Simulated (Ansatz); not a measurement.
B4H2. Total charge 0; triplet. Geometry PBE0-D4/def2-TZVPD, that of the charge -1 doublet; atoms count from 1.

```xyz
6

B    -0.062   -1.228    0.567
B    -0.851    0.057    0.031
B     0.062    1.228   -0.567
B     0.851   -0.057   -0.031
H    -0.116   -2.313    1.066
H     0.117    2.313   -1.066
```

At PBE0-D4/def2-TZVPD a singlet of charge 0 lies 0.64 eV below the triplet at the same geometry. The structure comes from a short search, and lower isomers may exist.

Problem. Estimate the Mulliken populations from the PBE0/def2-TZVPD orbitals of Ansatz.

Solution. 
| atom | charge (e) | spin (α − β) |
| --- | --- | --- |
| B1 | 0.22 | 0.28 |
| B2 | -0.32 | 0.72 |
| B3 | 0.22 | 0.28 |
| B4 | -0.32 | 0.72 |
| H5 | 0.10 | 0.00 |
| H6 | 0.10 | 0.00 |
Mulliken values depend strongly on the basis. With diffuse functions, as here, like atoms can get unlike values, and bond orders can come out too low or too high.

Problem. Where does the spin sit?

Solution. Summed by element: B 1.99, H 0.01, of 2 unpaired in all. Largest on single atoms: B4 0.72, B2 0.72, B1 0.28.

Problem. And the Mayer bond orders between heavy atoms (over 0.3)?

Solution. B1–B2 1.15 (1.60 Å); B1–B4 1.15 (1.60 Å); B2–B3 1.15 (1.60 Å); B2–B4 1.43 (1.71 Å); B3–B4 1.15 (1.60 Å).
